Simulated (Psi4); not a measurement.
CClF3, triplet, at the geometry of the source list (a higher spin typed on purpose: for a closed-shell molecule this is an excited state). Base run: HF/STO-3G run with Psi4.

Geometry (Å):
```xyz
5

F     -0.5761    -0.6350    -1.0437
C     -0.0744    -0.0018     0.0035
F     -0.5713     1.2237     0.0231
F     -0.4754    -0.6284     1.0970
Cl     1.6972     0.0415    -0.0800
```
Charge 0, spin multiplicity 3.
Orbitals are unrestricted.
All else is at Psi4's defaults (density fitting; Cartesian or spherical functions as each basis is defined).

The base run was repeated with changes; each row names its change, and settings that it needs were set with it.

| change | basis functions | E (Eh) | dipole (D) |
|---|---|---|---|
| base | 29 | -785.78385 | 2.20 |
| basis = pcseg-1 | 74 | -795.29172 | 1.75 |
| basis = cc-pVDZ | 74 | -795.44142 | 1.96 |
| basis = def2-SVP | 74 | -794.99865 | 2.42 |
| basis = def2-SV(P) | 74 | -794.99865 | 2.42 |
| basis = 6-311++G** | 118 | -795.54030 | 1.72 |
| basis = aug-cc-pVDZ | 119 | -795.48098 | 1.51 |
| basis = aug-pcseg-1 | 119 | -795.32463 | 1.48 |
| basis = 6-311+G(2d,p) | 143 | -795.55766 | 1.55 |
| basis = pcseg-2 | 154 | -795.58495 | 1.76 |
| basis = cc-pV(T+d)Z | 159 | -795.59101 | 1.66 |
| basis = cc-pVQZ | 279 | -795.62284 | 1.60 |
| basis = def2-QZVPP | 298 | -795.63308 | 1.54 |

Totals compare only among sets that treat the same electrons; sets with core potentials leave the core out.

Open shells are given as the SCF converged; they aren't shown to be the lowest states, and a large step between rows can be another state.
